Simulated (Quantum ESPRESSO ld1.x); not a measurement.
Values are calculated unless marked as measured or tabulated.
Task: The mean radii <r> (bohr) of the occupied orbitals of an atom or ion are listed with their occupations. Code: ld1.x of Quantum ESPRESSO 7.5. Model: Dirac Kohn-Sham, PBE, spin-unpolarised, spherical densities, point nucleus.

| orbital | occ. | <r> |
|---|---|---|
| 1s1/2 | 2 | 0.06090 |
| 2s1/2 | 2 | 0.2792 |
| 2p1/2 | 2 | 0.2451 |
| 2p3/2 | 4 | 0.2480 |
| 3s1/2 | 2 | 0.8439 |
| 3p1/2 | 2 | 0.8835 |
| 3p3/2 | 4 | 0.8919 |
| 3d3/2 | 4 | 1.044 |

Name the element and its charge. Open shells, if any, fill j = l - 1/2 first.

Result: Z = 25, manganese, charge +3: Mn3+ in [Ar] 3d4. The 1s radius gives Z: for a bare nucleus <r> = (2 gamma + 1)/(2Z) with gamma = sqrt(1 - (Z/c)^2), 0.05933 bohr for Z = 25, and screening makes it slightly larger (0.06090 here). The occupations add up to 22, and the charge is Z minus that.
